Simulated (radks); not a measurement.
Question: Coherent X-ray form factor from a spherical all-electron density. Calculated with a radial shooting solver on a logarithmic mesh with Libxc functionals: Dirac Kohn-Sham, PBE, spin-unpolarised, spherical densities, point nucleus.

sin(theta)/lambda (1/angstrom)  f0 (electrons)
0.05                                    63.027
0.1                                     60.564
0.15                                    57.379
0.2                                     53.931
0.25                                    50.452
0.3                                     47.102
0.4                                     41.152
0.5                                     36.269
0.6                                     32.218
0.8                                     25.854
1                                       21.363
1.25                                    17.779
1.5                                     15.462
2                                       11.882

The species is in the configuration that NIST lists as its ground one. Which atom or ion scatters so?

Answer: The terbium ion Tb+, [Xe] 4f9 6s1. Extrapolating in s^2 from the first two rows gives f0(0) = 63.8, near the electron count 64; among species with that count, the fall with angle is slower the higher Z, and the table is that of Z = 65; from so few rows the species is fixed only to a neighbour or two.
